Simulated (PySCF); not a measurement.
C6H4N2O2. Atoms are numbered in the order given.

```xyz
14

C     -0.6571    -2.8345     0.0000
C      0.7040    -2.7168     0.0000
O      1.0690    -1.4247     0.0000
C     -0.0593    -0.6877     0.0000
C      0.0746     0.7447     0.0000
N      1.1463     1.4760     0.0000
N      0.7196     2.7804     0.0000
C     -0.5667     2.7462     0.0000
O     -1.0532     1.4897     0.0000
C     -1.1623    -1.5034     0.0000
H     -1.2288    -3.7595     0.0000
H      1.5140    -3.4413     0.0000
H     -1.2713     3.5742     0.0000
H     -2.2001    -1.1794     0.0000
```

Geometry: PBE0-D3(BJ)/def2-SVP. One conformer was computed; it need not be the lowest.

Method: SMD-ωB97X/6-31G* run with PySCF.

Solvation free energies are E(SMD) − E(gas) at the gas-phase geometry, for 1 M in both phases. In vacuum the dipole moment is 4.26 D.

```
solvent          ΔG(solv) (kcal/mol)  its non-electrostatic (CDS) part  dipole (D)
---------------  -------------------  --------------------------------  ----------
water                           -7.7                               4.0        5.81
benzene                          [?]                               [?]         [?]
dichloromethane                 -8.3                               0.8        5.49
```

Q: Some entries are withheld; supply them. (An estimate is asked for; the answer gives what the named calculation found.)

A: 
- benzene, ΔG(solv) (kcal/mol): -4.9
- benzene, its non-electrostatic (CDS) part: -0.4
- benzene, dipole (D): 4.88
